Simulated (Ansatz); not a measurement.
Species: C₃H₅O₂, net charge -1, singlet state. It need not be the lowest isomer of its formula. Whether it binds its extra electron was not tested at this geometry. SMILES: [CH2-]C(=O)OC
Structure (B3LYP-D3(BJ)/def2-TZVP (Ansatz, a first-principles code) minimum search):
```
O
C 1 1.4017
H 2 1.0954 1 106.50
H 2 1.0967 3 109.21 1 121.79
H 2 1.0971 3 109.14 4 116.44
C 1 1.4515 2 114.29 3 179.46
O 6 1.2463 1 116.47 2 -0.36
C 6 1.3761 7 131.72 1 179.99
H 8 1.0805 6 121.12 7 179.98
H 8 1.0807 9 119.74 6 -179.96
```
Charge -1, spin multiplicity 1.

Parts of the frozen-core correlation energy in cc-pVTZ (Ansatz, hartree). Frozen orbitals: 5; correlated occupied orbitals by spin: 15 and 15; virtual: 200 and 200. No spin-orbit coupling. No relativistic terms.

```
term                            value
-------------------------  ----------
reference (HF)             -266.30767
MP2 opposite-spin                 [?]
MP2 same-spin                -0.24593
CCSD correlation                  [?]
(T)                               [?]
T1 diagnostic                   0.014
largest doubles amplitude       0.062
```

Q: What belongs in the gaps?

A: 
- MP2 opposite-spin, value: -0.73962
- CCSD correlation, value: -1.00537
- (T), value: -0.04382
